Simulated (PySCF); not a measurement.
Si(F)(I)2(Me) (CH3FI2Si), SMILES I[Si](I)(F)C.

The structure is a stationary point at B3LYP-D3(BJ)/def2-SVP. The def2 effective core potentials stand for the cores of I; spin–orbit coupling is left out.

Two levels are set side by side: TDA-PBE/def2-SVPD (PySCF) and TDA-M06-2X/def2-SVPD (PySCF). Vertical, same geometry. The lowest singlet is HOMO→LUMO 89 % with PBE and HOMO→LUMO 90 % with the other functional; states are paired by order. Differences are taken from unrounded values.

| quantity | TDA-M06-2X |
|---|---|
| lowest singlet excitation (eV) | 5.19 |
| lowest triplet excitation (TDA) (eV) | 4.71 |

Task: What does TDA-PBE give, and how far is it from TDA-M06-2X? (Estimate from the structure and the level; the computed values follow.)

Result: 
| quantity | TDA-PBE | TDA-PBE minus TDA-M06-2X |
|---|---|---|
| lowest singlet excitation (eV) | 4.56 | -0.62 |
| lowest triplet excitation (TDA) (eV) | 4.10 | -0.61 |

A lower first singlet is the usual sign of a functional without exact exchange. Differences between two approximate levels are no errors against the true value.

Rough cost on one machine, each run with all the roots and properties that it gave: TDA-M06-2X against TDA-PBE about 7 times.
